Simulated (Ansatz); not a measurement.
`C=C[SiH](O)[GeH2][OH]` + H₂O → `[OH][GeH2][SiH](O)O` + ethylene  (formal hydrolysis of the Si–C bond)

Isolated molecules relaxed with PBE0-D4/def2-TZVP in Ansatz; ΔE leaves out vibrations. CCSD(T)/CBS adds triple-zeta CCSD(T) − MP2 to the extrapolated MP2 energy (def2 sets, frozen cores). This one scheme is used for every species. DFT in def2-TZVPP. B3LYP here is the variant with VWN-RPA as its local correlation; programs differ in this. For Ge outer-core shells are correlated without core-valence functions, which leaves a few kJ/mol of doubt a bond. Scalar relativity is left out up to krypton. Each species was taken in one conformer, which may not be the lowest.

(1) Is it downhill or uphill in electronic energy at CCSD(T)/CBS, and by how much? (Best estimate.)

(2) What do these levels give: r2SCAN-D4, PBE, r2SCAN, B3LYP, CCSD(T)/def2-TZVPP, MP2/CBS(def2)? (Best estimate.)

Largest T1 diagnostic among the species: 0.012.

Answers

(1) Computed: Downhill: ΔE = -99.2 kJ/mol.

(2) Ansatz gave: r2SCAN-D4 -104.1, PBE -98.5, r2SCAN -105.9, B3LYP -112.3, CCSD(T)/def2-TZVPP -101.6, MP2/CBS(def2) -98.2 kJ/mol.

The D4 term adds +8.8 kJ/mol with B3LYP and +5.1 kJ/mol with PBE0; it sums over pairs of atoms, weighted by their polarisabilities, and B3LYP, whose exchange is more repulsive, gets the larger term. In def2-TZVPP, CCSD(T) changes the Hartree–Fock value by +21.7 kJ/mol (the triples alone add +3.4 kJ/mol) and MP2 by +22.7 kJ/mol.
